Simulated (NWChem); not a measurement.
System: C₂H₄F₂Si; SMILES F/C=C(/F)[SiH3]

The following NWChem deck was run.

```
start job
memory heap 200 mb stack 900 mb global 1100 mb
geometry units angstroms noautoz
  F      0.627197    -1.877185     0.684427
  C     -0.458773    -1.312377     0.172475
  C     -0.482458    -0.022242    -0.172888
  F     -1.636051     0.450932    -0.683538
  Si     0.912845     1.238088    -0.034544
  H     -1.313698    -1.987078     0.062196
  H      2.118069     0.581876     0.540949
  H      0.461117     2.359942     0.839537
  H      1.209882     1.776120    -1.394292
end
basis spherical
  * library def2-svp
end
dft
  xc scan
  iterations 150
  mulliken
end
task dft energy
```

The geometry was optimised at PBE0/def2-SVP.

### Question
Give the results of this calculation. (SCAN/def2-SVP.) Quantities: energy (Ha); highest occupied level (eV); orbital gap (eV); dipole (D).

### Answer
```yaml
energy (Ha): -567.36
highest occupied level (eV): -6.39
orbital gap (eV): 5.33
dipole (D): 0.24
```
